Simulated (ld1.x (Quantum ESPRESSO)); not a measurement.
What one change does to a pseudopotential (Tl (Z = 81), TM)

```json
{
  "Element": "thallium (Tl)",
  "Generator": "ld1.x (Quantum ESPRESSO) 7.5",
  "Type": "norm-conserving Troullier–Martins (Kleinman–Bylander form)",
  "Functional": "PBE",
  "Relativity": "scalar-relativistic",
  "Frozen core": "[Xe] 4f14 5d10",
  "Valence charge": "3",
  "Reference configuration": "6s2 6p0.5 (charge +0.5)",
  "Partial waves": "6s (bound): rc 1.75 bohr; 6p (bound): rc 2.25 bohr",
  "Local potential": "all-electron potential smoothed inside 1.60 bohr (lloc = -1)",
  "Core correction": "none"
}
```

All-electron outer shells of the reference configuration (PBE, scalar-relativistic, ld1.x):

```json
{"shell": "5d", "level (eV)": "-18.89", "outermost node (bohr)": "0.53", "outermost maximum (bohr)": "1.11"}
{"shell": "6s", "level (eV)": "-12.74", "outermost node (bohr)": "1.04", "outermost maximum (bohr)": "2.05"}
{"shell": "6p", "level (eV)": "-5.11", "outermost node (bohr)": "1.23", "outermost maximum (bohr)": "2.80"}
```

Change: local potential the s channel.

Cutoffs: the cutoffs (Ry, on a coarse ladder) from which the occupation-weighted sum of valence levels, in a spherical-Bessel basis at the reference potential, stays within 10 and 1 mRy of its value at 400 Ry; they do not see the model core or the augmentation charge, which bear on the density cutoff. Errors are all-electron minus pseudo energies relative to the spin-unpolarised reference configuration.

What does the change do?

The potential gets harder (25 Ry and 55 Ry → 25 Ry and 70 Ry); the bound ghost in d, p, s disappears; of the 7 tests that both files solve, the error grows in 1 and shrinks in 0 by more than 15 % and 0.3 meV (median size 24.1 → 25.8 meV); the range in which the s phases agree narrows (upper end 3.0 → 2.0); the range in which the p phases agree narrows (upper end at the end of the scan → 3.5). In the separable form a ghost depends on how the local part lies against the semilocal potential of the channel, so the choice of the local part can create or remove one.

```csv
quantity,base,changed
"cutoff, loose",25 Ry,25 Ry
"cutoff, tight",55 Ry,70 Ry
bound ghosts,"s, p, d",none
"error for 6s2 6p1, meV [ΔE -1.85 eV]",+12,+13
"error for 6s2 6p0, meV [ΔE 3.31 eV]",+18,+18
"error for 6s1 6p0, meV [ΔE 24.09 eV]",+91,+96
"error for 6s0 6p3, meV [ΔE 13.36 eV]",+294,+296
"error for 6s1 6p2, meV [ΔE 5.55 eV]",+93,+93
"error for 6s2 6p1.3, meV [ΔE -2.35 eV]",+24,+26
"error for 6s1 6p1, meV [ΔE 11.59 eV]",+5.6,+10
s: phases at 2.46 bohr within 0.05 rad from the reference energy up to (Ry; the scan ends near 5),3.0,2.0
p: phases at 2.46 bohr within 0.05 rad from the reference energy up to (Ry; the scan ends near 5),to the end of the scan,3.5
```

 A true bound ghost makes a file unfit for plane-wave use even where its test errors are small: the radial tests pick states by their node count and pass the ghost by.
